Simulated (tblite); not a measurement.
Species: C3HBrN4.
Atom-mapped SMILES: `[N:1]#[C:2][c:3]1[n:4][nH:5][c:6]([Br:7])[n:8]1` (hydrogens: H9 on N5)

Computed with GFN2-xTB (tblite), gas phase: L-BFGS steps from a force-field or distance-geometry start until the largest atomic force falls under 0.01 eV/Å.

Step 7: E = -616.2968 eV
```
atom  x, y, z in Å  |  force x, y, z in eV/Å
N1      3.4022    0.2583   -0.0890   -0.040  -0.009   0.008
C2      2.2652    0.1457   -0.0327    0.053  -0.014   0.019
C3      0.8599    0.0222    0.0203    0.030  -0.014   0.011
N4      0.2175   -0.8317    0.7972   -0.013  -0.014   0.010
N5     -1.0668   -0.6119    0.5270    0.019   0.030  -0.023
C6     -1.1529    0.3697   -0.4048   -0.023   0.014  -0.029
Br7    -2.7494    1.0048   -1.0882   -0.061  -0.032   0.033
N8      0.0355    0.7855   -0.7415    0.023   0.022  -0.015
H9     -1.7976   -1.1364    0.9864    0.013   0.018  -0.014
```

Step 8: E = -616.2972 eV
```
atom  x, y, z in Å  |  force x, y, z in eV/Å
N1      3.4024    0.2581   -0.0888   -0.100  -0.017   0.013
C2      2.2651    0.1448   -0.0317    0.126  -0.003   0.010
C3      0.8600    0.0217    0.0206    0.034  -0.006   0.008
N4      0.2171   -0.8318    0.7971   -0.009  -0.014   0.011
N5     -1.0663   -0.6108    0.5262    0.004   0.015  -0.016
C6     -1.1525    0.3702   -0.4059   -0.033   0.020  -0.024
Br7    -2.7523    1.0036   -1.0870   -0.031  -0.037   0.038
N8      0.0364    0.7856   -0.7412    0.016   0.031  -0.033
H9     -1.7964   -1.1354    0.9855   -0.007   0.010  -0.007
```

Step 9: E = -616.2976 eV
```
atom  x, y, z in Å  |  force x, y, z in eV/Å
N1      3.4025    0.2577   -0.0883   -0.085  -0.018   0.016
C2      2.2654    0.1433   -0.0300    0.122   0.004   0.000
C3      0.8606    0.0209    0.0211    0.025   0.012  -0.003
N4      0.2166   -0.8320    0.7970   -0.009   0.000   0.000
N5     -1.0657   -0.6089    0.5248   -0.001   0.005  -0.016
C6     -1.1520    0.3714   -0.4082   -0.019   0.016  -0.003
Br7    -2.7572    1.0009   -1.0843    0.007  -0.039   0.039
N8      0.0381    0.7863   -0.7414    0.001   0.025  -0.039
H9     -1.7947   -1.1334    0.9840   -0.042  -0.006   0.005
```

Q: Estimate the geometry and energy of step 10. (The exact step hangs on the optimiser's Hessian estimate; all steps are aligned on step 9, rigid shifts and turns removed.)

A: E = -616.2978 eV, largest force 0.053 eV/Å
```
atom  x, y, z in Å  |  force x, y, z in eV/Å
N1      3.4025    0.2573   -0.0878   -0.019  -0.014   0.015
C2      2.2661    0.1423   -0.0289    0.053   0.004  -0.003
C3      0.8611    0.0206    0.0213    0.014   0.023  -0.014
N4      0.2162   -0.8320    0.7968   -0.002   0.012  -0.008
N5     -1.0654   -0.6077    0.5237   -0.019  -0.012  -0.003
C6     -1.1517    0.3724   -0.4095    0.001   0.012   0.006
Br7    -2.7599    0.9986   -1.0820    0.019  -0.034   0.035
N8      0.0391    0.7869   -0.7420   -0.006   0.011  -0.028
H9     -1.7944   -1.1324    0.9832   -0.042  -0.001   0.000
```

The energy changes by -0.0002 eV. The first-order estimate −F·Δx gives -0.0003 eV and the mean of the old and new forces, exact on a quadratic surface, -0.0002 eV. The step makes an angle of 71° with the force vector and moves no atom by more than 0.004 Å.

The cost below is that of the whole relaxation. Hardware: an Arm Neoverse N1 with one thread, on a shared host. Cost: 0.19 s.
